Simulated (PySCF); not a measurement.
H5Si2 (SMILES [SiH2][SiH3]), doublet, at a GFN2-xTB geometry; DF-PBE/aug-cc-pVDZ run with PySCF.

Here is a job for PySCF.
```python
from pyscf import gto, scf, dft
import numpy

mol = gto.M(
    atom='''
Si   -0.006946    0.011026    1.175022
Si    0.005770    0.036761   -1.095389
H    -1.168779   -0.491957    1.911681
H     1.160872   -0.457016    1.925124
H     0.029161   -1.241944   -1.825373
H    -1.190263    0.743133   -1.570000
H     1.185476    0.778766   -1.556291
''',
    basis='aug-cc-pvdz',
    charge=0,
    spin=1,
    verbose=4,
    cart=True,
)
print('smallest overlap eigenvalue', numpy.linalg.eigvalsh(mol.intor('int1e_ovlp'))[0])

mf = dft.UKS(mol)
mf.xc = 'pbe'
mf = mf.density_fit(auxbasis='def2-universal-jkfit')
mf.kernel()
mf.analyze()
```

What the program printed (banner, timings and long lists left out):

```
PySCF version 2.14.0

[INPUT] verbose = 4
[INPUT] num. atoms = 7
[INPUT] num. electrons = 33
[INPUT] charge = 0
[INPUT] spin (= nelec alpha-beta = 2S) = 1
[INPUT] symmetry False subgroup None
[INPUT] Mole.unit = angstrom
[INPUT] Cartesian GTO integrals (6d 10f)
[INPUT] Symbol           X                Y                Z      unit          X                Y                Z       unit  Magmom
[...]
nuclear repulsion = 84.236379247277
number of shells = 41
number of NR pGTOs = 159
number of NR cGTOs = 103
basis = aug-cc-pvdz
ecp = {}
smallest overlap eigenvalue 0.0002425342449093994

******** <class 'pyscf.df.df_jk.DFUKS'> ********
method = DFUKS
initial guess = minao
damping factor = 0
level_shift factor = 0
DIIS = <class 'pyscf.scf.diis.CDIIS'>
diis_start_cycle = 1
diis_space = 8
diis_damp = 0
SCF conv_tol = 1e-09
SCF conv_tol_grad = None
SCF max_cycles = 50
direct_scf = False
number electrons alpha = 17  beta = 16
XC library pyscf.dft.libxc version 7.1.2
    S. Lehtola, C. Steigemann, M. J. T. Oliveira, and M. A. L. Marques,  SoftwareX 7, 1–5 (2018)
XC functionals = pbe
    J. P. Perdew, K. Burke, and M. Ernzerhof,  Phys. Rev. Lett. 77, 3865 (1996)
    J. P. Perdew, K. Burke, and M. Ernzerhof,  Phys. Rev. Lett. 78, 1396 (1997)
    J. P. Perdew, K. Burke, and M. Ernzerhof,  Phys. Rev. Lett. 77, 3865 (1996)
    J. P. Perdew, K. Burke, and M. Ernzerhof,  Phys. Rev. Lett. 78, 1396 (1997)
radial grids:
    Treutler-Ahlrichs [JCP 102, 346 (1995); DOI:10.1063/1.469408] (M4) radial grids

becke partition: Becke, JCP 88, 2547 (1988); DOI:10.1063/1.454033
pruning grids: <function nwchem_prune>
grids dens level: 3
symmetrized grids: False
atomic radii adjust function: <function treutler_atomic_radii_adjust>
small_rho_cutoff = 0
Set gradient conv threshold to 3.16228e-05
tot grids = 87400
init E= -581.476745930047

cycle= 1 E= -581.599545246752  delta_E= -0.123  |g|= 0.105  |ddm|= 1.83
cycle= 2 E= -581.604835473495  delta_E= -0.00529  |g|= 0.0619  |ddm|= 0.384
cycle= 3 E= -581.607824686181  delta_E= -0.00299  |g|= 0.0248  |ddm|= 0.156
cycle= 4 E= -581.608414066907  delta_E= -0.000589  |g|= 0.00257  |ddm|= 0.0421
cycle= 5 E= -581.608420648676  delta_E= -6.58e-06  |g|= 0.000956  |ddm|= 0.00799
cycle= 6 E= -581.608421546441  delta_E= -8.98e-07  |g|= 0.000294  |ddm|= 0.00258
cycle= 7 E= -581.608421633242  delta_E= -8.68e-08  |g|= 0.000107  |ddm|= 0.000742
cycle= 8 E= -581.608421644922  delta_E= -1.17e-08  |g|= 3.24e-05  |ddm|= 0.000234
[...]
converged SCF energy = -581.608421646045  <S^2> = 0.75355795  2S+1 = 2.0035548
Total Energy =                        -581.608421646045144
[...]
spin_pop of  2  H 2px       0.00003
spin_pop of  2  H 2py      -0.00005
spin_pop of  2  H 2pz       0.00010
spin_pop of  2  H 3px      -0.00005
spin_pop of  2  H 3py      -0.00001
spin_pop of  2  H 3pz      -0.00000
spin_pop of  3  H 1s       -0.01470
spin_pop of  3  H 2s        0.00008
spin_pop of  3  H 3s        0.00012
spin_pop of  3  H 2px       0.00002
spin_pop of  3  H 2py      -0.00004
spin_pop of  3  H 2pz       0.00010
spin_pop of  3  H 3px      -0.00005
spin_pop of  3  H 3py      -0.00001
spin_pop of  3  H 3pz      -0.00000
spin_pop of  4  H 1s        0.05039
spin_pop of  4  H 2s        0.00027
spin_pop of  4  H 3s        0.00005
spin_pop of  4  H 2px      -0.00000
spin_pop of  4  H 2py       0.00011
spin_pop of  4  H 2pz      -0.00007
spin_pop of  4  H 3px      -0.00000
spin_pop of  4  H 3py       0.00030
spin_pop of  4  H 3pz       0.00009
spin_pop of  5  H 1s        0.00163
spin_pop of  5  H 2s        0.00001
spin_pop of  5  H 3s        0.00008
spin_pop of  5  H 2px       0.00001
spin_pop of  5  H 2py       0.00002
spin_pop of  5  H 2pz       0.00006
spin_pop of  5  H 3px       0.00003
spin_pop of  5  H 3py       0.00001
spin_pop of  5  H 3pz       0.00010
spin_pop of  6  H 1s        0.00163
spin_pop of  6  H 2s        0.00001
spin_pop of  6  H 3s        0.00008
spin_pop of  6  H 2px       0.00001
spin_pop of  6  H 2py       0.00002
spin_pop of  6  H 2pz       0.00006
spin_pop of  6  H 3px       0.00003
spin_pop of  6  H 3py       0.00001
spin_pop of  6  H 3pz       0.00010
 ** Mulliken Spin Density (per atom)  **
spin density of  0 Si =      0.97619
spin density of  1 Si =     -0.00222
spin density of  2 H =     -0.01449
spin density of  3 H =     -0.01449
spin density of  4 H =      0.05113
spin density of  5 H =      0.00194
spin density of  6 H =      0.00194
 ** Mulliken pop alpha/beta on meta-lowdin orthogonal AOs **
 ** Mulliken pop       alpha | beta **
In total            17.00000 | 16.00000
 ** Mulliken atomic charges   ( Nelec_alpha | Nelec_beta ) **
charge of  0Si =      0.07318  (     7.45151      6.47532 )
charge of  1Si =      0.17580  (     6.91099      6.91321 )
charge of  2H =     -0.04250  (     0.51400      0.52850 )
charge of  3H =     -0.04250  (     0.51400      0.52850 )
charge of  4H =     -0.05806  (     0.55460      0.50346 )
charge of  5H =     -0.05296  (     0.52745      0.52551 )
charge of  6H =     -0.05296  (     0.52745      0.52551 )
Dipole moment(X, Y, Z, Debye):  0.00187, -0.10303, -0.05547
```
